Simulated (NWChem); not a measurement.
C3H3NO2; SMILES c1oc(=N)oc1

Computed with NWChem. Geometry: optimised at PBE0/def2-SVP. Ions are spin-unrestricted doublets at the neutral geometry; other ion states weren't tried. Functional: LC-ωPBE (HJS hole) with def2-SVP; the question gives the range parameter ω in 1/bohr.

**Question.** Predict the results for range parameter (1/bohr) 0.30. Quantities: vertical ionisation energy, ΔSCF (eV); −ε(HOMO) (eV).

**Answer.** 
- vertical ionisation energy, ΔSCF (eV) = 8.97
- −ε(HOMO) (eV) = 8.66
